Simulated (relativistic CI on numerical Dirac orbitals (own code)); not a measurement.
# Er4+ (4f10) in a crystal field

Calculated by Dirac-Coulomb-Breit CI, KLI orbitals optimised for each configuration, model QED, valence Slater integrals scaled by 0.7, one configuration in a parametric crystal field (own radial code).

Field parameters in Wybourne normalisation; cubic f-shell fields have B⁴₄ = √(5/14) B⁴₀ and B⁶₄ = −√(7/2) B⁶₀. The field is a parameter set, without covalency.

S and J are read from ⟨S²⟩ = S(S + 1) and ⟨J²⟩ = J(J + 1) of each level; they are not fictitious spins.

D3d, B20 = -880, B40 = -2190, B43 = 600, B60 = 790, B63 = -550, B66 = -630 cm⁻¹, the lowest 10 levels:

| E (cm⁻¹) | Degeneracy | Irrep | S | J |
| --- | --- | --- | --- | --- |
| 0.0 | 2 | E | 1.91 | 8.00 |
| 14.8 | 1 | A1 | 1.91 | 8.00 |
| 43.2 | 2 | E | 1.91 | 8.00 |
| 210 | 1 | A1 | 1.91 | 8.00 |
| 233 | 1 | A2 | 1.91 | 8.00 |
| 299 | 1 | A2 | 1.91 | 8.00 |
| 361 | 2 | E | 1.91 | 8.00 |
| 424 | 2 | E | 1.91 | 8.00 |
| 488 | 2 | E | 1.91 | 8.00 |
| 516 | 2 | E | 1.91 | 8.00 |

D4h, B20 = 2040, B40 = 2470, B44 = 590, B60 = 960, B64 = 900 cm⁻¹, the lowest 10 levels:

| E (cm⁻¹) | Degeneracy | Irrep | S | J |
| --- | --- | --- | --- | --- |
| 0.0 | 1 | A2 | 1.92 | 8.00 |
| 0.1 | 1 | A1 | 1.92 | 8.00 |
| 401 | 2 | E | 1.91 | 8.00 |
| 443 | 1 | B2 | 1.91 | 8.00 |
| 540 | 1 | B1 | 1.91 | 8.00 |
| 559 | 2 | E | 1.91 | 8.00 |
| 598 | 1 | A2 | 1.91 | 8.00 |
| 599 | 1 | A1 | 1.91 | 8.00 |
| 670 | 1 | A1 | 1.91 | 8.00 |
| 708 | 2 | E | 1.91 | 8.00 |

Oh, B40 = 2650, B60 = 1010 cm⁻¹, the lowest 16 levels:

```tsv
E (cm⁻¹)	Degeneracy	Irrep	S	J
0.0	2	E	1.92	7.99
41.1	3	T1	1.92	7.99
348	1	A1	1.91	8.00
598	3	T1	1.91	7.99
598	3	T2	1.91	8.00
792	2	E	1.91	8.00
962	3	T2	1.91	8.00
6533	3	T2	1.96	6.99
6551	3	T1	1.96	6.99
6736	2	E	1.96	6.99
6768	3	T2	1.96	6.99
6799	1	A2	1.96	7.00
6833	3	T1	1.96	6.99
10435	2	E	1.92	6.00
10464	3	T2	1.92	6.00
10612	1	A2	1.92	6.00
```

C2v, B20 = -150, B22 = -540, B40 = -1400, B42 = 660, B44 = 270, B60 = 1010, B62 = -260, B64 = 240, B66 = 690 cm⁻¹, the lowest 16 levels:

```tsv
E (cm⁻¹)	Degeneracy	S	J
0.0	1	1.91	8.00
12.3	1	1.91	8.00
22.2	1	1.91	8.00
68.8	1	1.91	8.00
72.3	1	1.91	8.00
191	1	1.91	8.00
236	1	1.91	8.00
247	1	1.91	8.00
272	1	1.91	8.00
276	1	1.91	8.00
304	1	1.91	8.00
311	1	1.91	8.00
389	1	1.91	8.00
406	1	1.91	8.00
460	1	1.91	8.00
582	1	1.91	8.00
```

D4h, B20 = 1800, B40 = -2070, B44 = 1710, B60 = -420, B64 = -720 cm⁻¹, the lowest 10 levels:

```tsv
E (cm⁻¹)	Degeneracy	Irrep	S	J
0.0	2	E	1.91	8.00
38.5	1	B1	1.91	8.00
38.9	1	B2	1.91	8.00
101	1	A1	1.91	8.00
117	2	E	1.91	8.00
169	1	B1	1.91	8.00
193	1	A2	1.91	8.00
214	2	E	1.91	8.00
266	1	A1	1.91	8.00
323	1	A2	1.91	8.00
```

The next free-ion level lies 6181 cm⁻¹ above the lowest; the field splits the ground level into components whose J stays near 8 as long as their spread is small against that gap.

Levels of this model without a field, named by their leading LS term (the scale mimics covalency, so terms lie below those of the real free ion): 5I_8 0, 5I_7 6181, 5I_6 10065, 5I_5 12585, 5I_4 15035, 5F_5 15952, 5S_2 18149, 3K_8 18867 cm⁻¹.
